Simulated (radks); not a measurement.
Excited configurations of Tc42+: one electron is placed in a higher orbital outside the bare nucleus. The ground configuration is 1s1. All-electron calculation, Dirac Kohn-Sham, PBE, spin-unpolarised, spherical densities, finite nucleus; open shells fill j = l - 1/2 first; Fermi nuclear charge, rms radius 4.4112 fm. Program: a radial shooting solver on a logarithmic mesh with Libxc functionals. Excitation = E - E(ground); binding = E(ion) - E, where the ion is the core of charge +43; n* = 43/sqrt(2 binding) in atomic units. These energies are relativistic, and a one-electron ion of charge +43 with no core already has n* below n in this formula (Dirac formula, point nucleus: 2s1/2 1.968, 2p1/2 1.968, 4s1/2 3.959, 4f5/2 3.993, 5s1/2 4.957, 6p1/2 5.956, 6f5/2 5.990). The quantum defect is therefore taken as that value minus n*, so that it holds no relativistic shift of the bare ion.

| outer orbital | excitation (eV) | binding (eV) | n* | quantum defect | eigenvalue (eV) | <r> (bohr) |
|---|---|---|---|---|---|---|
| 2s1/2 | 19253.9 | 6484.9 | 1.970 | -0.001 | -6415.9 | 0.1344 |
| 2p1/2 | 19267.3 | 6471.4 | 1.972 | -0.003 | -6384.9 | 0.1114 |
| 4s1/2 | 24133 | 1605.6 | 3.958 | 0.000 | -1589.5 | 0.5453 |
| 4f5/2 | 24165 | 1573.7 | 3.998 | -0.005 | -1551.2 | 0.4166 |
| 5s1/2 | 24714 | 1024.7 | 4.955 | 0.002 | -1014.7 | 0.8553 |
| 6p1/2 | 25029 | 710.18 | 5.952 | 0.004 | -703.21 | 1.212 |
| 6f5/2 | 25037 | 701.67 | 5.988 | 0.002 | -693.89 | 1.110 |

The Delta-SCF ionisation energy is 25739 eV (NIST Atomic Spectra Database: 25787.0 eV, theoretical). Self-interaction in the functional shifts the binding energies and quantum defects, so they are the method's values and not measured ones. Spin polarisation and multiplet splitting are left out, so open shells lie too high by an amount that depends on their filling.

Beside tabulated values, note that spin-unpolarised runs miss the spin-polarisation part of the exchange energy of open shells.
